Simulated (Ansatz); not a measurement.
CH6F2Si2, singlet, at a GFN2-xTB geometry, atoms displaced at random by about 0.08 Å a coordinate; B3LYP/STO-3G, gradient in Ansatz (a first-principles code).

The Ansatz input:
Ansatz 0.2 input:
```yaml
crystal:
  periodic: [false, false, false]
  atoms:
    - {symbol: Si, position_ang: [0.98174773, 0.03665043, -0.31428288]}
    - {symbol: F, position_ang: [1.73156748, -0.22512862, 0.81687758]}
    - {symbol: F, position_ang: [1.01254709, 1.71643092, -0.03413092]}
    - {symbol: Si, position_ang: [-1.20182814, -0.81930352, -0.50010933]}
    - {symbol: C, position_ang: [-2.12093700, -0.34278202, 1.06869672]}
    - {symbol: H, position_ang: [1.88617750, -0.02115073, -1.50281805]}
    - {symbol: H, position_ang: [-1.85169006, -0.27765905, -1.78000311]}
    - {symbol: H, position_ang: [-1.10388528, -2.28132363, -0.66226498]}
    - {symbol: H, position_ang: [-2.22636099, 0.75299250, 1.21978069]}
    - {symbol: H, position_ang: [-3.06928883, -0.64461844, 1.01368687]}
    - {symbol: H, position_ang: [-1.77709372, -0.68544482, 1.91588286]}
basis:
  gaussian:
    orbitals: STO-3G
hamiltonian:
  xc: b3lyp
output: {forces: true}
```

**Question.** Write the output that Ansatz gives for this input, abridged.

**Answer.** 
```
Functional definition: B3LYP
489 factors; integrals over basis functions are off by at most 3.0e-5 eV
mean field evaluation 1: about -22044.6903 eV, gradient 2.8e1 eV
mean field evaluation 2: about -22042.9775 eV, gradient 3.8e1 eV
mean field evaluation 4: about -22047.7086 eV, gradient 1.6e0 eV
mean field evaluation 8: about -22047.6918 eV, gradient 2.9e-2 eV
mean field -22047.69180157 eV, -810.2377292455 hartree, gradient 9.7e-6 eV, S^2 0.000000; 0 other end points of the search recorded, 0 dependent functions left out
the calculation of the forces begins
reference -22047.69199088 eV, -810.2377362025 hartree; 29, 29 occupied and 10, 10 virtual orbitals, 489 factors
Total energy: -22047.69199088 eV, -810.2377362025 hartree
Atom 0 at     0.981748     0.036650    -0.314283 Å, force    -8.490468     6.303546   -13.946704 eV/Å
Atom 1 at     1.731567    -0.225129     0.816878 Å, force     9.322932    -5.136571    14.462728 eV/Å
Atom 2 at     1.012547     1.716431    -0.034131 Å, force    -0.993662    -0.635489    -0.842003 eV/Å
Atom 3 at    -1.201828    -0.819304    -0.500109 Å, force     0.954008     0.340865    -1.352590 eV/Å
Atom 4 at    -2.120937    -0.342782     1.068697 Å, force     1.158471     4.710242    -5.050553 eV/Å
Atom 5 at     1.886178    -0.021151    -1.502818 Å, force    -0.678811    -0.652302     0.184305 eV/Å
Atom 6 at    -1.851690    -0.277659    -1.780003 Å, force     0.614347    -0.582169     1.720812 eV/Å
Atom 7 at    -1.103885    -2.281324    -0.662265 Å, force    -0.285812     0.591197     0.203972 eV/Å
Atom 8 at    -2.226361     0.752992     1.219781 Å, force     0.515084    -0.412909    -0.448698 eV/Å
Atom 9 at    -3.069289    -0.644618     1.013687 Å, force    -5.065575    -1.875804    -0.445531 eV/Å
Atom 10 at    -1.777094    -0.685445     1.915883 Å, force     2.949486    -2.650606     5.514262 eV/Å
Dipole moment:    -0.223085    -0.318220    -0.027196 e Å
```
